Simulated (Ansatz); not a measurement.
Geometry optimisation, RKS revPBE-D4/6-31G* in Ansatz 0.2.0.

Input file:

```yaml
crystal:
  periodic: [false, false, false]
  atoms:
    - { symbol: B, position_ang: [0.058396, 0.330315, 0.283455] }
    - { symbol: C, position_ang: [-0.035113, 0.212773, 1.868672] }
    - { symbol: H, position_ang: [-0.91327, -0.342613, 2.249433] }
    - { symbol: H, position_ang: [0.88586, -0.161192, 2.352273] }
    - { symbol: H, position_ang: [-0.162719, 1.251064, 2.248277] }
    - { symbol: H, position_ang: [1.107899, 0.61022, -0.24125] }
    - { symbol: H, position_ang: [-0.949396, 0.336863, -0.385357] }
    - { symbol: O, position_ang: [0.316568, -2.252277, 0.27374] }
    - { symbol: C, position_ang: [-0.844369, -2.907198, -0.27353] }
    - { symbol: H, position_ang: [-1.003288, -3.901381, 0.190319] }
    - { symbol: H, position_ang: [-1.764852, -2.301087, -0.165594] }
    - { symbol: H, position_ang: [-0.641214, -3.049579, -1.346334] }
    - { symbol: H, position_ang: [0.097099, -2.003607, 1.209196] }
basis:
  gaussian: { orbitals: "6-31G*" }
hamiltonian:
  xc: revpbe
  dispersion: d4
relax:
  f_tol: 0.03
  max_steps: 50
```

Run as:

```bash
$ ansatz run input.yaml --threads 1 --pin off --max-ram 2048MiB --backend cpu --events-out ev --progress --plain --runs-dir out
```

Problem. Where does it end, and by what steps?

Solution. The forces met the threshold. The force dipped under the threshold on the way, but the program's further checks kept it going. After 24 steps the energy has fallen by 0.466 eV; H12 moved furthest, 1.30 Å. Joined: B1–O8 (2.60 → 1.73 Å).

| step | energy less start (eV) | largest force component (eV/Å) | accepted |
| --- | --- | --- | --- |
| 0 | 0.0000 | 0.559 | yes |
| 1 | -0.1600 | 1.246 | yes |
| 2 | -0.3292 | 1.473 | yes |
| 3 | -0.3575 | 0.907 | yes |
| 4 | -0.4182 | 0.228 | yes |
| 5 | -0.4260 | 0.120 | yes |
| 6 | -0.4282 | 0.034 | yes |
| 7 | -0.4290 | 0.036 | yes |
| 8 | -0.4291 | 0.043 | yes |
| 9 | -0.4296 | 0.029 | yes |
| 10 | -0.4292 | 0.471 | no |
| 11 | -0.4318 | 0.088 | yes |
| 12 | -0.4347 | 0.258 | yes |
| 13 | -0.4355 | 0.555 | yes |
| 14 | -0.4471 | 0.313 | yes |
| 15 | -0.4553 | 0.073 | yes |
| 16 | -0.4194 | 0.477 | no |
| 17 | -0.4587 | 0.019 | yes |
| 18 | -0.4619 | 0.090 | yes |
| 19 | -0.4631 | 0.105 | yes |
| 20 | -0.4643 | 0.064 | yes |
| 21 | -0.4654 | 0.048 | yes |
| 22 | -0.4658 | 0.066 | yes |
| 23 | -0.4661 | 0.036 | yes |
| 24 | -0.4662 | 0.012 | yes |

```xyz
13
Properties=species:S:1:pos:R:3
B 0.252 -0.168 0.218
C -0.343 0.084 1.695
H -1.394 -0.232 1.843
H 0.260 -0.369 2.510
H -0.325 1.175 1.888
H 1.427 0.122 0.068
H -0.472 0.118 -0.721
O 0.373 -1.879 0.013
C -0.901 -2.590 0.008
H -0.707 -3.664 -0.147
H -1.455 -2.416 0.943
H -1.459 -2.173 -0.840
H 0.895 -2.186 0.785
```

Whether the end is a true minimum wasn't checked by a vibrational analysis.

Run time: 40 s on 1 thread of Intel(R) Xeon(R) Platinum 8559C (Emerald Rapids), on a shared host, peak memory 0.14 GiB.
